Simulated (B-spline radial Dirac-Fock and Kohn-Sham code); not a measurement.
## Kohn-Sham estimates against Dirac-Fock for the levels of Yb²⁺

System: ytterbium as Yb²⁺, configuration 1s2 2s2 2p6 3s2 3p6 3d10 4s2 4p6 4d10 4f14 5s2 5p6.

The density-functional columns are spherical, spin-unpolarised Dirac-Kohn-Sham results without Breit or QED terms: −ε is minus the orbital energy of the initial state and ΔSCF the difference of two total energies. The reference in the last column comes from Dirac-Fock energy differences between relaxed states, corrected for Breit and QED terms. All numbers are from a radial B-spline solver, in eV; a selection of levels is shown. The Kohn-Sham columns are given as differences from the reference. For the 1s level of heavy atoms much of the gap between ΔSCF and the reference is the Breit and QED part, -290.1 eV here; for other levels the error of the functional can be larger.

```tsv
level	PBE −ε − DF	PBE ΔSCF − DF	LDA −ε − DF	LDA ΔSCF − DF	Dirac-Fock
1s	-179.2	+334.8	-232.8	+279.6	61344.0
2s	-140.9	-49.9	-148.5	-57.2	10510.0
2p1/2	-101.8	+15.8	-105.2	+12.5	9994.0
2p3/2	-113.6	-11.0	-115.8	-13.1	8958.8
3s	-70.2	-45.8	-72.3	-47.9	2418.5
3p1/2	-55.1	-28.8	-56.0	-29.6	2192.7
3p3/2	-54.5	-30.6	-55.1	-31.1	1969.9
3d3/2	-34.4	-5.1	-34.3	-4.9	1590.7
3d5/2	-35.3	-7.0	-35.2	-6.8	1543.0
4s	-34.5	-23.9	-35.5	-24.8	508.2
4p1/2	-28.0	-17.4	-28.4	-17.8	416.3
4p3/2	-28.2	-17.9	-28.8	-18.4	366.2
4d3/2	-17.5	-7.4	-17.5	-7.4	215.1
4d5/2	-17.5	-7.5	-17.6	-7.5	206.0
4f5/2	-3.3	+5.6	-3.0	+6.0	21.69
4f7/2	-3.4	+5.4	-3.1	+5.8	20.45
5s	-9.1	-1.5	-8.8	-1.2	78.68
5p1/2	-4.8	+2.3	-4.5	+2.6	51.37
5p3/2	-4.8	+1.9	-4.6	+2.2	45.25
```

Values without a named source are computed, but for edge energies of neutral atoms, which are taken from tables.
